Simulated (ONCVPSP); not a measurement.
**Configuration tests for Os (Z = 76) (ONCV)**

ONCVPSP 4.0.1 input, shortened (lines: element, Z, core and valence counts, functional; n l f; lmax; l rc ep ncon nbas qcut; lloc lpopt rc5 dvloc0; l nproj debl; icmod fcfact rcfact), PBE, fully relativistic:

```
  Os 76.00   10    4        4      upf
    1    0    2.00
    2    0    2.00
    2    1    6.00
    3    0    2.00
    3    1    6.00
    3    2   10.00
    4    0    2.00
    4    1    6.00
    4    2   10.00
    4    3   14.00
    5    0    2.00
    5    1    6.00
    5    2    7.00
    6    0    1.00
    2
    0    1.60    0.00    4    7    5.70
    1    1.50    0.00    4    7    8.50
    2    1.60    0.00    4    7    5.00
    4    5    1.25    4.00
    0    2    0.60
    1    2    3.30
    2    2    0.90
    3    3.25    1.60
```

Open shells are filled in proportion to 2j + 1.

Energies are relative to the spin-unpolarised reference configuration 5s2 5p6 5d7 6s1; without spin polarisation the order of configurations can differ from experiment.

Problem. Give the all-electron excitation energy and the error of the potential for: 5s2 5p6 5d6 6s2; 5s2 5p6 5d6 6s1; 5s2 5p6 5d6 6s0; 5s2 5p6 5d6 6s1.5.

Solution.

```tsv
valence configuration	charge	ΔE all-electron (eV)	error AE − PS (meV)
5s2 5p6 5d6 6s2	0	-0.308	-9.4
5s2 5p6 5d6 6s1	+1	9.277	-2.3
5s2 5p6 5d6 6s0	+2	26.196	-2.8
5s2 5p6 5d6 6s1.5	+0.5	3.610	-5.4
```

Levels in the configuration 5s2 5p6 5d6 6s1.5:

```tsv
level	all-electron (eV)	pseudo (eV)
5s j=1/2	-95.209	-95.167
5p j=3/2	-51.355	-51.359
5p j=1/2	-63.579	-63.571
5d j=5/2	-9.655	-9.664
5d j=3/2	-10.723	-10.731
6s j=1/2	-9.554	-9.546
```
